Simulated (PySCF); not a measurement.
CH4FInO. Atoms are numbered in the order given.

```xyz
8

In    -0.2556     0.5254     0.0000
H     -1.2955     1.8594     0.0000
F      1.7042     0.6746     0.0000
O     -0.6700    -1.4116     0.0000
C      0.3348    -2.3889     0.0000
H      1.3580    -1.9710     0.0000
H      0.2384    -3.0378     0.8904
H      0.2384    -3.0378    -0.8904
```
Charge 0, spin multiplicity 1.

The structure is a stationary point at PBE0-D3(BJ)/def2-SVP. The def2 effective core potentials stand for the cores of In; spin–orbit coupling is left out. One conformer was computed; it need not be the lowest.

The numbers are results of ωB97X/def2-TZVP run with PySCF, not measurements.

Symmetry labels are those of the subgroup Cs that the program uses (full group Cs).

Computed valence orbital energies around the gap with their symmetry:
| orbital | symmetry | energy (eV) |
|---|---|---|
| HOMO−7 | A" | -14.73 |
| HOMO−6 | A' | -14.64 |
| HOMO−5 | A' | -14.04 |
| HOMO−4 | A' | -12.91 |
| HOMO−3 | A" | -12.88 |
| HOMO−2 | A' | -12.29 |
| HOMO−1 | A' | -10.48 |
| HOMO | A" | -10.15 |
| LUMO | A" | 0.33 |
| LUMO+1 | A' | 0.55 |
| LUMO+2 | A' | 1.83 |
| LUMO+3 | A' | 2.87 |
